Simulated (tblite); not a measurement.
Parent: `[CH3:1][NH:2][Si:3]([NH2:4])([NH2:5])[N-:6][SiH3:7]` (charge -1) with C1–N2–Si3–N4 172°, N2–Si3–N4–H 178° and 60°, N2–Si3–N5–H -94° and 147°, N2–Si3–N6–Si7 41°, [CH11N4Si2]-.

Computed geometry: GFN2-xTB, gas phase. One conformer each, not checked by frequencies here.

| coordinate of the parent | value |
| --- | --- |
| C1–N2 | 1.434 Å |
| N2–Si3 | 1.764 Å |
| Si3–N4 | 1.766 Å |
| Si3–N5 | 1.770 Å |
| Si3–N6 | 1.682 Å |
| N6–Si7 | 1.664 Å |
| C1–N2–Si3 | 114.2° |
| N2–Si3–N4 | 102.1° |
| N2–Si3–N5 | 101.6° |
| N2–Si3–N6 | 119.0° |
| N4–Si3–N5 | 101.5° |
| N4–Si3–N6 | 113.1° |
| N5–Si3–N6 | 117.1° |
| Si3–N6–Si7 | 137.0° |

Question: How does the shared frame change in `[CH3:1][N-:2][Si:3]([NH2:4])([NH2:5])[NH:6][CH3:7]` (charge -1) with C1–N2–Si3–N4 -177°, N2–Si3–N4–H -79° and 36°, N2–Si3–N5–H -25° and -145°, N2–Si3–N6–C7 180°, [C2H11N4Si]-? Atoms pair as C1 = C7, N2 = N6, Si3 = Si3, N4 = N4, N5 = N5, N6 = N2 (parent first).

Answer: 
```tsv
parent	relative	value in the relative	change
C1–N2	C7–N6	1.435 Å	+0.001
N2–Si3	N6–Si3	1.781 Å	+0.017
Si3–N4	Si3–N4	1.783 Å	+0.017
Si3–N5	Si3–N5	1.800 Å	+0.030
Si3–N6	Si3–N2	1.653 Å	-0.029
C1–N2–Si3	C7–N6–Si3	120.4°	+6.2
N2–Si3–N4	N6–Si3–N4	99.7°	-2.4
N2–Si3–N5	N6–Si3–N5	102.7°	+1.1
N2–Si3–N6	N6–Si3–N2	118.6°	-0.4
N4–Si3–N5	N4–Si3–N5	103.3°	+1.8
N4–Si3–N6	N4–Si3–N2	111.4°	-1.7
N5–Si3–N6	N5–Si3–N2	118.6°	+1.5
```

Of the parent's bonds, Si3–N5 and Si3–N6 change most and about equally (-0.029 to +0.030 Å). Bonds of the relative outside the shared frame: C1–N2 1.424 Å. Point group C1 → C1.

Question: How does the shared frame change in `[NH2:1][Si:2]([NH2:3])([N-:4][SiH3:5])[NH:6][SiH3:7]` (charge -1) with H–N1–Si2–N3 -73° and 168°, N1–Si2–N3–H 73° and -168°, N1–Si2–N4–Si5 55°, N1–Si2–N6–Si7 -96°, [H11N4Si3]-? Atoms pair as N2 = N6, Si3 = Si2, N4 = N3, N5 = N1, N6 = N4, Si7 = Si5 (parent first).

Answer: 
```
    parent    relative  value in the relative  change
    N2–Si3      N6–Si2                1.778 Å  +0.014
    Si3–N4      Si2–N3                1.766 Å   0.000
    Si3–N5      Si2–N1                1.775 Å  +0.005
    Si3–N6      Si2–N4                1.670 Å  -0.012
    N6–Si7      N4–Si5                1.668 Å  +0.004
 N2–Si3–N4   N6–Si2–N3                 100.4°    -1.7
 N2–Si3–N5   N6–Si2–N1                 101.4°    -0.2
 N2–Si3–N6   N6–Si2–N4                 117.0°    -2.0
 N4–Si3–N5   N3–Si2–N1                 101.2°    -0.3
 N4–Si3–N6   N3–Si2–N4                 113.7°    +0.6
 N5–Si3–N6   N1–Si2–N4                 120.1°    +3.0
Si3–N6–Si7  Si2–N4–Si5                 135.6°    -1.4
```

Of the parent's bonds, N2–Si3 changes most (+0.014 Å). Bonds of the relative outside the shared frame: N6–Si7 1.691 Å. Point group C1 → C1.
